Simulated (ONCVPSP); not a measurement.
Potentials for carbon (C) compared

Generated with ld1.x 7.5 (TM, RRKJ, ultrasoft, PAW), atompaw 4.2 or ONCVPSP 4.0.1. The cutoff is in Ry: for ld1.x and atompaw files where the sum of valence levels is converged to 10 mRy in a Bessel basis, for ONCV files where the hardest occupied wave has 1 mHa per electron of residual kinetic energy. The error is the largest all-electron minus pseudo excitation energy over each file’s own four to seven test configurations (ionisations up to +4, promotions, holes and added fractions of an electron), all of which were solved. The labels leave out finer settings (local radius, basis sizes, second energies), which also bear on the numbers. Spin-polarised tests are not counted. The rows are a selection from randomly drawn settings: files with unsolved tests, undetermined cutoffs or missed reference levels are left out.

| potential | cutoff (Ry) | largest error (meV) | bound ghosts |
| --- | --- | --- | --- |
| ONCV, PBE, scalar-relativistic, rc 1.10/2.10/1.85 (spd), local smoothed, core correction no, reference 2s2 2p0.5, qcut 6.9/7.9/6, projectors 2/1/1 | 38 | +168 | none |
| ONCV, PBE, scalar-relativistic, rc 1.10/1.60 (sp), local smoothed, core correction yes, reference 2s1.5 2p2.5, qcut 5.1/4.7, projectors 1/2 | 92 | +642 | none |
| ONCV, PBE, scalar-relativistic, rc 1.05/3.00 (sp), local smoothed, core correction yes, reference 2s1 2p3, qcut 6/4.4, projectors 2/2 | 38 | +1967 | none |
| ONCV, PBE, scalar-relativistic, rc 1.56/3.42/3.78 (spd), local smoothed, core correction yes, reference 2s2 2p2, qcut 4.5/4.8/2.5, projectors 3/2/1 | 42 | +3401 | none |

Question: Fill in the row for C: ONCV, LDA (Perdew-Wang 92), scalar-relativistic, rc 1.35/1.65 (sp), local smoothed, core correction no, reference 2s2 2p2, qcut 5/8.8, projectors 2/2.

Answer: cutoff 47 Ry, largest error +356 meV, bound ghosts: none.

Question: Fill in the row for C: ONCV, PBE, scalar-relativistic, rc 1.30/3.05 (sp), local smoothed, core correction yes, reference 2s2 2p2, qcut 4.7/4.1, projectors 2/2.

Answer: cutoff 56 Ry, largest error +3238 meV, bound ghosts: none.

Question: Fill in the row for C: ONCV, PBE, scalar-relativistic, rc 1.35/2.70 (sp), local smoothed, core correction yes, reference 2s2 2p1, qcut 4.6/5.6, projectors 3/2.

Answer: cutoff 67 Ry, largest error +906 meV, bound ghosts: none.
